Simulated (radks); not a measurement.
Initial-state core-level shifts of neutral ytterbium when its valence configuration changes from [Xe] 4f14 6s2. Method: Dirac Kohn-Sham, PBE, spin-unpolarised, spherical densities, point nucleus; open shells fill j = l - 1/2 first; computed with a radial shooting solver on a logarithmic mesh with Libxc functionals. Shifts are changes of the shell-averaged eigenvalues in eV (positive: less bound).

valence                1s       2s       3d       4d
4f14 5d1 6s1       +0.281   +0.331   +0.318   +0.345
4f14 5d0.5 6s1.5   +0.200   +0.226   +0.218   +0.233
4f13.5 6s2 6p0.5   -4.507   -4.758   -5.029   -4.882
4f13 5d1.5 6s1.5   -5.961   -6.405   -7.057   -6.616
4f13 6s2 6p1       -9.517  -10.075  -10.678  -10.289
4f12 6s2 6p2      -20.631  -21.936  -23.349  -22.178
4f14 6s1 6p1       -1.365   -1.348   -1.330   -1.345
4f11 6s2 6p3      -33.333  -35.532  -37.919  -35.541
4f14 5d2           +0.263   +0.362   +0.343   +0.391
